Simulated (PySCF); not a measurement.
A GIAO shielding run with PySCF 2.14.0 with density-fitted response routines (density fitting, non-relativistic, gas phase) on `N[SiH](N([SiH2]C#N)[SiH3])N`, CH10N4Si3:

```
$ OMP_NUM_THREADS=1 python probes_run.py task.json out

{"job": {"kind": "nmr", "xc": "PBE0", "basis": "pcSseg-1"}, "charge": 0, "multiplicity": 1}
N      0.969416     1.105944     3.397916
C      1.071063     1.204842     2.260536
Si     1.226093     1.382299     0.403975
N      0.629928    -0.074624    -0.303664
Si     1.407029    -0.732337    -1.715971
Si    -0.904876    -0.762672     0.238064
N     -1.966561    -0.642976    -1.113835
N     -1.741676     0.072587     1.481240
H      0.442310     2.572868     0.051285
H      2.652133     1.530793     0.120327
H      1.130405     0.118041    -2.880450
H      0.865700    -2.074126    -1.930829
H      2.846454    -0.778967    -1.460696
H     -0.581931    -2.084373     0.780470
H     -1.630334    -0.982572    -1.999348
H     -2.919928    -0.934500    -0.973317
H     -1.304360     0.147852     2.383588
H     -2.199625     0.938240     1.249054
```

Hardware: 1 thread of an Arm Neoverse V1, shared host. The job also computes population analyses, field gradients.

(1) How large is the calculation?

(2) How long does it take, and how much memory does it need?

## Answers

(1) 86 electrons, 207 basis functions and 1130 auxiliary functions.

(2) 37 s of wall time, with 15 SCF cycles and 5 response iterations; peak memory 0.92 GiB. Times on a shared host scatter by some tens of per cent.
